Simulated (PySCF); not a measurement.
**Computed vibrations of [SmCl3(H2O)]−**

[SmCl3(H2O)]− (singlet in the valence; each metal's 4f electrons, 6 of them, lie in its core potential, out of spins and levels). PySCF 2.14.0, RKS PBE0, Sm lcecp-0-SVP with ECP52, Cl def2-SVP, O def2-SVP, H def2-SVP; non-relativistic Hamiltonian with scalar-relativistic core potentials where named; density fitting; no spin-orbit coupling. Central differences of gradients.

```xyz
7

Sm    0.1357   -0.0294    0.0294
Cl    1.4090    1.7664    1.6434
Cl   -2.5050   -0.6879    0.6879
Cl    1.4090   -1.6434   -1.7664
O    -1.6986    1.3781   -1.3781
H    -2.1747    1.6036   -0.5624
H    -2.1747    0.5624   -1.6036
```

Run from Python with OMP_NUM_THREADS=2. Where DIIS fails, smearing, a level shift and second-order steps follow.
It took 2.1 min on 2 threads of Arm Neoverse V1, with other jobs on the host.

(1) What are the harmonic wavenumbers and infrared intensities?

(2) Is this a minimum?

An lcecp potential fixes the number of 4f electrons, so in runs with it no electron can move into or out of that shell.

Results:

(1) Modes are labelled in Cs; negative numbers are unstable modes, those under 60 cm⁻¹ near the noise; a finer grid moves soft modes by up to 10 cm⁻¹.
```
cm⁻¹  km/mol  symmetry
-263       –       a''
  42     2.7       a''
  47    16.0        a'
  53    15.2        a'
  61     2.8       a''
 139    42.8        a'
 189    11.7        a'
 237     6.5        a'
 250    52.2        a'
 253    72.7       a''
 544     6.7       a''
 684   386.8        a'
1656   111.8        a'
3788    67.1        a'
3829    70.4       a''
```

(2) No: 1 unstable; the lowest moves the atoms so:
```
Sm   0.00  0.00  0.00
Cl   0.00  0.00  0.00
Cl   0.00  0.01  0.01
Cl   0.00  0.00  0.00
O    0.00  0.01  0.01
H   -0.18 -0.67  0.11
H    0.18  0.11 -0.67
```
